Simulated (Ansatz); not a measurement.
Species: C10H9ClSi, SMILES `[SiH3]c1cccc2ccc(Cl)cc12` (charge 0, multiplicity 1).

Task: Give a relaxed geometry from Ansatz (a first-principles code) with PBE0-D4/def2-SVP.

Result: the end point of this relaxation (outside a Z-matrix the atoms follow the SMILES, hydrogens last).
Z-matrix (Å, degrees):
```
C
C 1 1.4179
C 2 1.3750 1 120.53
H 2 1.0920 3 118.98 1 180.00
C 3 1.4125 2 121.35 4 180.00
C 5 1.3730 3 119.13 2 0.00
H 5 1.0910 6 121.44 3 -180.00
H 6 1.0930 5 119.85 7 0.00
C 6 1.4180 8 118.79 5 -180.00
C 9 1.4174 6 121.57 8 0.00
C 10 1.3733 9 120.62 6 180.00
H 11 1.0924 10 120.33 9 180.00
H 10 1.0932 11 120.63 12 0.00
C 11 1.4130 12 119.64 10 180.00
C 14 1.3840 11 121.80 12 -180.00
H 14 1.0937 15 119.68 1 180.00
Cl 3 1.7313 2 119.95 4 0.00
Si 15 1.8802 14 119.07 16 0.00
H 18 1.4932 15 107.92 14 0.00
H 18 1.4959 19 109.19 16 121.34
H 18 1.4959 19 109.18 20 117.32
```
